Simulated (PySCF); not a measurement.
Sn²⁺: ionisation energy

Sn²⁺ [Kr] 4d10 5s2 (1S) → Sn³⁺ [Kr] 4d10 5s1 (2S), as a difference of total energies. All numbers are calculated (PySCF 2.14, the spin-free X2C one-electron Hamiltonian (Gaussian nucleus), in aug-cc-pVQZ-DK3 (9s8p6d3f2g, 102 functions)). Correlated levels: valence: [Kr] 4d10 frozen. The calculations carry no spin-orbit coupling.

Task: Order these methods by the ionisation energy they give, lowest first.
A. B2PLYP
B. r2SCAN
C. B3LYP
D. MP2 (valence)

Result: D (29.223 eV), A (30.121 eV), B (30.288 eV), C (30.738 eV).

Errors of the correlated levels include the incompleteness of this basis and the frozen core.

MP2 underrates the near-degeneracy of ns² with np² in the lower species.

For comparison: 30.506 eV (measured; NIST Atomic Spectra Database, ionization energies).
